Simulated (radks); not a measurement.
Values are calculated unless marked as measured or tabulated.
Question: Radial electron density D(r) = 4 pi r^2 rho(r) of an atom or ion with 8 electrons. Code: a radial shooting solver on a logarithmic mesh with Libxc functionals. Model: scalar-relativistic Kohn-Sham, BLYP, spin-polarised, spherical densities, point nucleus.

```
   r/bohr * D(r) (the largest magnitude, 24.5, reaches the edge; | marks zero)
 0.003205 | *
 0.003883 | *
 0.004705 |  *
 0.005747 |    *
 0.006963 |      *
 0.008505 |        *
  0.01031 |            *
  0.01259 |                *
  0.01525 |                     *
  0.01848 |                           *
  0.02257 |                                  *
  0.02735 |                                         *
   0.0334 |                                                *
  0.04047 |                                                    *
  0.04904 |                                                      *
   0.0599 |                                                    *
  0.07258 |                                               *
  0.08864 |                                        *
   0.1074 |                                  *
   0.1301 |                                *
    0.159 |                                   *
   0.1926 |                                        *
   0.2352 |                                           *
    0.285 |                                         *
   0.3482 |                               *
   0.4218 |                   *
   0.5111 |         *
   0.6243 |  *
   0.7564 |*
   0.9239 *
    1.119 *
```

What is the nuclear charge?

Answer: Z = 21. The innermost maximum, from 1s, lies near gamma/Z bohr with gamma = sqrt(1 - (Z/c)^2) = 0.988, here 0.0471 bohr (found: 0.0490), and its height grows with Z. The density is that of the scandium ion Sc13+ in [He] 2s2 2p4; the configuration itself is not fixed sharply by these data, and Z only to about a unit. D(r) has 2 maxima, at r = 0.0490, 0.241 bohr, and minima at 0.128 bohr, inside which lie 2.22 electrons.
